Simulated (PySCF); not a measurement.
Structure problem from calculated spectra and properties.

Formula: C10H7Cl3Si.

* Rotational structure: rotational constants A, B, C: 0.692, 0.329, 0.268 GHz [PBE0-D3(BJ)/def2-SVP]
* Polarisability: 182.6 au [B3LYP/def2-SVPD]
* Dipole: 3.19 D [B3LYP/def2-SVPD]
* 1H NMR: chemical shifts (computed TMS as zero) by class: 8.43 (1 H), 8.17 (1 H), 8.12 (1 H), 8.03 (1 H), 7.85 (1 H), 7.78 (1 H), 7.67 (1 H) ppm [GIAO PBE0/pcSseg-1]
* Triplet: lowest triplet excitation (Tamm–Dancoff): 2.94 eV [TDA B3LYP/def2-SVPD]
* UV, strongest line: among the 10 lowest singlet transitions: S5 at 5.59 eV (222 nm, f = 0.545) [TDDFT B3LYP/def2-SVPD]
* NMR, other nuclei: isotropic shieldings of nuclei other than C and H, by class: 324 (1 Si), 800 (3 Cl) ppm [GIAO PBE0/pcSseg-1]
* 13C NMR: chemical shifts (computed TMS as zero) by class: 141.0 (1 C), 140.5 (1 C), 138.0 (1 C), 136.6 (1 C), 135.1 (1 C), 133.9 (1 C), 133.3 (1 C), 132.8 (1 C), 132.2 (1 C), 129.5 (1 C) ppm [GIAO PBE0/pcSseg-1]
* UV, first state: lowest singlet excitation: 4.14 eV (299 nm, f = 0.108) [TDDFT B3LYP/def2-SVPD]

Gas-phase values; electronic properties from PySCF, density fitting. Levels stand in brackets. Isolated species at its PBE0-D3(BJ)/def2-SVP geometry, gas phase. NMR classes are plain means over equivalent atoms (diastereotopic ones count apart unless rotation or inversion swaps them), as if these changed places fast.

Question: Propose a structure and show how it fits.

Answer: Numbering: `[Cl:1][Si:2]([Cl:3])([Cl:4])[c:5]1[cH:6][cH:7][cH:8][c:9]2[cH:10][cH:11][cH:12][cH:13][c:14]12`. Its formula, C10H7Cl3Si, gives 7 degrees of unsaturation: 2 rings and 5 π bonds in the structure found (Kekulé form). 10 carbons fall into 10 classes; from least to most shielded: aromatic CH carbon [C6] (141.0 ppm), aromatic CH carbon [C8] (140.5 ppm), ring-fusion aromatic carbon [C14] (138.0 ppm), ring-fusion aromatic carbon [C9] (136.6 ppm), aromatic CH carbon [C10] (135.1 ppm), aromatic CH carbon [C13] (133.9 ppm), aromatic CH carbon [C12] (133.3 ppm), substituted aromatic carbon [C5] (132.8 ppm), aromatic CH carbon [C11] (132.2 ppm), aromatic CH carbon [C7] (129.5 ppm). Hydrogen classes from least to most shielded: 1 H on an aromatic CH carbon, C13 (8.43 ppm), 1 H on an aromatic CH carbon, C6 (8.17 ppm), 1 H on an aromatic CH carbon, C8 (8.12 ppm), 1 H on an aromatic CH carbon, C10 (8.03 ppm), 1 H on an aromatic CH carbon, C12 (7.85 ppm), 1 H on an aromatic CH carbon, C11 (7.78 ppm), 1 H on an aromatic CH carbon, C7 (7.67 ppm). The other shieldings belong to: 324 ppm, chlorine-bound silicon [Si2]; 800 ppm, silicon-bound chlorine [Cl1/Cl3/Cl4]. S1 is mainly HOMO→LUMO (weight 0.94); the largest Löwdin shares of the orbital it empties are 0.15 on each of 2 atoms of one kind (aromatic CH carbon), 0.13 on the substituted aromatic carbon and 0.11 on an aromatic CH carbon, of the orbital it fills 0.15 on an aromatic CH carbon, 0.14 on the substituted aromatic carbon, 0.12 on an aromatic CH carbon and 0.09 on an aromatic CH carbon. By its constants the optimised geometry is an asymmetric top. Structure: `Cl[Si](Cl)(Cl)C1=CC=CC2=CC=CC=C21` (trichloro(naphthyl)silane). The assignments are read from this structure; whether some other isomer fits the data as well wasn't checked.

Conformer computed: `[Cl:1][Si:2]([Cl:3])([Cl:4])[c:5]1[cH:6][cH:7][cH:8][c:9]2[cH:10][cH:11][cH:12][cH:13][c:14]12`: Cl1–Si2–C5–C6 1°.
